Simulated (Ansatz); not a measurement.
`FB(S)Cl` + CH₃OH → `COB(F)Cl` + H₂S at 400 K and 1 bar (ligand exchange at a B–S bond).

Isolated molecules relaxed with PBE0-D4/def2-TZVP in Ansatz; ΔE leaves out vibrations. CCSD(T)/CBS is the MP2 limit (def2-TZVPP, def2-QZVPP) plus CCSD(T) − MP2 in def2-TZVPP, frozen cores. This one scheme is used for every species. Each species was taken in one conformer, which may not be the lowest.

```
   species  CCSD(T)/CBS energy (Eh)  H − E (kJ/mol)  S (J/(mol·K))
 `FB(S)Cl`               -982.86970            69.1          320.9
     CH₃OH               -115.61712           151.2          252.6
`COB(F)Cl`               -699.54205           161.6          362.0
       H₂S               -398.97279            53.4          215.9
```

H − E and S are ideal-gas, rigid-rotor, harmonic terms from PBE0-D4/def2-TZVP, for one conformer and one mirror image of each species. 1 Eh = 2625.50 kJ/mol, R = 8.31446 J/(mol·K).

By hand: ΔE, ΔH, ΔS and ΔG.

ΔE = (-699.54205) + (-398.97279) − (-982.86970) − (-115.61712) = -0.02802 Eh = -73.6 kJ/mol. Δ(H − E) = 161.6 + 53.4 − 69.1 − 151.2 = -5.3, so ΔH = -78.9 kJ/mol. ΔS = 362.0 + 215.9 − 320.9 − 252.6 = 4.4 J/(mol·K). ΔG = -78.9 − 400 × (4.4)/1000 = -80.7 kJ/mol.

By hand: the equilibrium constant, and the temperature at which ΔG would vanish if ΔH and ΔS stayed fixed.

log₁₀ K = −ΔG/(RT ln 10) = 10.5. ΔH and −TΔS have one sign here, so there is no such temperature.

The number of gas molecules stays the same, so ΔS is small and ΔH decides. A doubt of 5 kJ/mol in ΔE shifts log₁₀ K by 0.7 here. Other conformers and mirror images would add mixing entropy, several J/(mol·K) or more a flexible species. Modes under 60 cm⁻¹, often nearly free rotors, make the harmonic entropy too high. These are equilibria of isolated gas molecules and say nothing of rates. Largest T1 diagnostic: 0.012 (customary marks: 0.02 for closed shells, 0.045 for open ones).

ΔS is within the doubt of such terms, so its sign, and with it that verdict, could turn.
